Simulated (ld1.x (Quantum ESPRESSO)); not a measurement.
**Varying the TM potential for fluorine**

Base potential:

```
Element                 : F (Z = 9)
Generator               : ld1.x (Quantum ESPRESSO) 7.5
Type                    : norm-conserving Troullier–Martins (Kleinman–Bylander form)
Functional              : BP86
Relativity              : non-relativistic
Frozen core             : [He]
Valence charge          : 7
Reference configuration : 2s2 2p5
Partial waves           : 2s (bound): rc 0.85 bohr; 2p (bound): rc 0.80 bohr; 3d channel at -0.1 Ry: rc 0.85 bohr
Local potential         : all-electron potential smoothed inside 0.65 bohr (lloc = -1)
Core correction         : Bessel-smoothed model core, default radius (core density twice the valence density)
```

All-electron outer shells of the reference configuration (BP86, non-relativistic, ld1.x):

```json
{"shell": "2s", "level (eV)": "-29.91", "outermost node (bohr)": "0.24", "outermost maximum (bohr)": "0.76"}
{"shell": "2p", "level (eV)": "-11.21", "outermost node (bohr)": "–", "outermost maximum (bohr)": "0.71"}
```

Cutoffs, loose and tight: the cutoffs (Ry, on a coarse ladder) from which the occupation-weighted sum of valence levels, in a spherical-Bessel basis at the reference potential, stays within 10 and 1 mRy of its value at 400 Ry. They do not see the model core or the augmentation charge, which bear on the density cutoff. Test errors are all-electron minus pseudo excitation energies from the reference, over the configurations 2s2 2p4; 2s2 2p3; 2s2 2p2; 2s1 2p6; 2s2 2p4.5; 2s1 2p5; 2s2 2p5.3. A dash means not determined; rows that change the core or the reference have their own tests.

The default core radius of the base comes out at 0.28 bohr.

```tsv
change	outcome	cutoff, loose	cutoff, tight	bound ghosts	largest test error (meV)
base	generated	180 Ry	300 Ry	none	+88
local potential the s channel	generated	180 Ry	300 Ry	none	+81
wave 3d channel at -0.1 Ry: rc 0.85 bohr becomes 3d channel at 4.41 Ry: rc 0.85 bohr	generated	180 Ry	300 Ry	none	+88
local potential all-electron potential smoothed inside 0.54 bohr (lloc = -1)	generated	180 Ry	300 Ry	none	+92
wave 2p (bound): rc 0.80 bohr becomes 2p (bound): rc 0.48 bohr	generated	over 300 Ry	over 300 Ry	none	+29
wave 3d channel at -0.1 Ry: rc 0.85 bohr becomes 3d channel at -0.1 Ry: rc 0.58 bohr	generated	180 Ry	300 Ry	none	+88
scalar-relativistic	generated	180 Ry	300 Ry	none	+82
```

(1) What comes out with this change to the base: core correction Bessel-smoothed model core inside 0.98 bohr?

(2) What comes out with this change to the base: wave 2s (bound): rc 0.85 bohr becomes 2s (bound): rc 0.60 bohr?

(3) What comes out with this change to the base: all radii but the core radius scaled by about 1.06 (s 0.90, p 0.84, d 0.90 bohr); local potential all-electron potential smoothed inside 0.68 bohr (lloc = -1)?

Answers

(1) outcome: generated; cutoff, loose: 180 Ry; cutoff, tight: 300 Ry; bound ghosts: none; largest test error (meV): +113.

(2) outcome: generated; cutoff, loose: 200 Ry; cutoff, tight: 300 Ry; bound ghosts: none; largest test error (meV): +63.

(3) outcome: generated; cutoff, loose: 160 Ry; cutoff, tight: 300 Ry; bound ghosts: none; largest test error (meV): +127.
